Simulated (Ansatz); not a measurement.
Ansatz (a quantum-chemistry and plane-wave program) input for CH6AlClSi, SMILES [CH3][Al]([SiH3])[Cl], PBE/def2-SVPD. Geometry optimised at r2SCAN-D4/def2-SVP.

Ansatz 0.2 input:
```yaml
crystal:
  periodic: [false, false, false]
  atoms:
    - {symbol: Al, position_ang: [-0.03166741, -0.21745637, 0.37334642]}
    - {symbol: Cl, position_ang: [1.83012798, -0.60618697, -0.57047332]}
    - {symbol: C, position_ang: [-0.39669460, -1.06528428, 2.08543599]}
    - {symbol: H, position_ang: [0.37882418, -1.79058676, 2.37825585]}
    - {symbol: H, position_ang: [-1.36995115, -1.58641062, 2.07583709]}
    - {symbol: H, position_ang: [-0.46507368, -0.30565879, 2.88495564]}
    - {symbol: Si, position_ang: [-1.52299478, 1.30498290, -0.83359128]}
    - {symbol: H, position_ang: [-2.81323367, 1.53622714, -0.10754626]}
    - {symbol: H, position_ang: [-1.85669463, 0.76112470, -2.18983351]}
    - {symbol: H, position_ang: [-0.87227581, 2.63936052, -1.03946394]}
basis:
  gaussian:
    orbitals: def2-SVPD
hamiltonian:
  xc: {name: PBE}
```

Output:

```
WARN ansatz: RAYON_NUM_THREADS=1 ignored (pool sized by the plan → 1); use --threads N
Functional definition: PBE
integrals: 0.08 GiB planned
1286 factors; their error is unknown
mean field: 0.49 GiB planned
mean field evaluation 1: about -28101.6938 eV, gradient 5.8e1 eV
mean field evaluation 2: about -28087.0805 eV, gradient 8.3e1 eV
mean field evaluation 4: about -28110.2161 eV, gradient 5.7e0 eV
mean field evaluation 8: about -28110.2670 eV, gradient 1.5e-1 eV
mean field evaluation 16: about -28110.2670 eV, gradient 4.4e-5 eV
mean field -28110.26700526 eV, -1033.0332586202 hartree, gradient 4.4e-5 eV, S^2 0.000000; 0 other end points of the search recorded, 0 dependent functions left out
reference -28110.26706315 eV, -1033.0332607473 hartree; 28, 28 occupied and 115, 115 virtual orbitals, 1286 factors
Total energy: -28110.26706315 eV, -1033.0332607473 hartree
```

Self-consistency was reached.
